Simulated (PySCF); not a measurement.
Saddle search on SiH6Se, closed shell by partitioned rational-function steps on PBE0-D4/def2-TZVP gradients (PySCF 2.14 with density fitting (its default auxiliary sets; JK sets also for MP2 and CCSD(T))), from this start:

Si1  (-0.151, -0.298, -0.748)
H2  (-0.202, -1.172, 0.727)
H3  (1.103, -0.930, -1.236)
H4  (-1.365, -1.130, -1.070)
H5  (-0.457, 0.989, -1.451)
H6  (0.307, -0.408, 1.116)
Se7  (1.048, 1.230, 1.133)
H8  (-0.282, 1.718, 1.529)
(Å)

```tsv
step	energy less the last (meV)	largest force (eV/Å)	curvature followed (eV/Å²)
1	16.4	0.147	-6.84
2	8.6	0.160	-6.77
3	7.9	0.138	-6.42
4	7.0	0.095	-5.82
5	13.5	0.265	-5.88
6	6.8	0.068	-5.89
7	5.7	0.057	-5.89
8	5.1	0.072	-5.97
9	6.8	0.132	-5.94
10	7.8	0.223	-6.02
11	5.1	0.166	-6.01
12	3.5	0.052	-6.00
13	3.5	0.071	-6.02
14	2.9	0.048	-6.00
15	3.2	0.110	-5.98
16	2.3	0.052	-6.02
17	2.0	0.092	-6.11
18	1.7	0.039	-6.06
19	1.5	0.034	-6.02
20	1.1	0.055	-6.00
21	0.8	0.036	-6.08
22	0.7	0.035	-6.05
23	0.3	0.021	-6.12
24	0.2	0.027	-6.09
25	0.1	0.022	-6.24
26	0.0	0.015	-5.94
27	0.0	0.009	-6.07
```

The search ended at:

```xyz
8
angstrom
Si -0.1484 -0.3047 -0.7395
H -0.3100 -1.1576 0.7272
H 1.1418 -0.8568 -1.1962
H -1.2560 -1.2301 -1.1455
H -0.5719 0.9796 -1.3548
H 0.2073 -0.4246 1.0741
Se 1.1029 1.1901 1.1101
H -0.1658 1.8041 1.5247
```
